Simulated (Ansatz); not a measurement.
Consider the redistribution: `N[SiH2]C=O` + `[SiH3][O][GeH2][SH]` → `N[SiH2][GeH2][SH]` + `O=CO[SiH3]`.

Calculated with Ansatz (gas phase, PBE0-D4/def2-TZVP geometries, no zero-point term in ΔE). CBS: MP2 limit from def2 TZ/QZ plus the TZ coupled-cluster correction, frozen cores. DFT in def2-TZVPP. For Ge outer-core shells are correlated without core-valence functions, which leaves a few kJ/mol of doubt a bond. Scalar relativity is left out up to krypton. One conformer a species, not always the lowest.

```
             level  ΔE (kJ/mol)
              PBE0        -27.8
   CCSD/def2-TZVPP         -5.5
    MP2/def2-QZVPP         -5.1
SCS-MP2/def2-QZVPP          1.8
```

Q: What does CCSD(T)/CBS give? (Best estimate.)

A: Ansatz gave: -7.1 kJ/mol. The listed levels differ from it by -20.7, 1.6, 2.0, 8.9 kJ/mol.

Largest T1 diagnostic among the species: 0.016.

From PBE to PBE0 (25 % exact exchange), in def2-TZVPP and without D4, ΔE moves by +4.0 kJ/mol. In def2-TZVPP, CCSD(T) changes the Hartree–Fock value by −8.9 kJ/mol (the triples alone add −2.2 kJ/mol) and MP2 by −7.4 kJ/mol.
